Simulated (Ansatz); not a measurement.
Stepwise reaction of `[NH2][Al]([NH2])[O][SiH3]` with hydrogen sulfide, as a gas-phase model of exchange steps in deposition or etching. ΔE in kJ/mol.

Computed with Ansatz on PBE0-D4/def2-TZVP structures; ΔE is electronic, products minus reactants. CCSD(T)/CBS is the MP2 limit (def2-TZVPP, def2-QZVPP) plus CCSD(T) − MP2 in def2-TZVPP, frozen cores. This one scheme is used for every species. Functionals use def2-TZVPP. B3LYP here is the variant with VWN-RPA as its local correlation; programs differ in this. Each species was taken in one conformer, which may not be the lowest.

| step | reaction | PBE-D4 | B3LYP-D4 | ωB97M-V | CCSD(T)/CBS |
| --- | --- | --- | --- | --- | --- |
| 1 | `[NH2][Al]([NH2])[O][SiH3]` + H₂S → `[NH2][Al]([SH])[O][SiH3]` + NH₃ | -34.4 | -25.5 | -26.8 | -28.2 |

Q: Give the row of step 2, `[NH2][Al]([SH])[O][SiH3]` + H₂S → `[SiH3][O][Al]([SH])[SH]` + NH₃. (An estimate is asked.)

A: Ansatz gave: 
```json
{"step": "2", "reaction": "`[NH2][Al]([SH])[O][SiH3]` + H₂S → `[SiH3][O][Al]([SH])[SH]` + NH₃", "PBE-D4": "-27.9", "B3LYP-D4": "-20.1", "ωB97M-V": "-20.6", "CCSD(T)/CBS": "-22.5"}
```

Q: By hand: ΔE of the 2 steps together at CCSD(T)/CBS.

A: (-28.2) + (-22.5) = -50.7 kJ/mol, or -25.4 kJ/mol a step.

In ΔE each step is higher than the one before. All are downhill at CCSD(T)/CBS. PBE-D4 differs from CCSD(T)/CBS by -6.2 to -5.4 kJ/mol a step. Isolated molecules leave out the surface, adducts and barriers. Largest T1 diagnostic: 0.012.
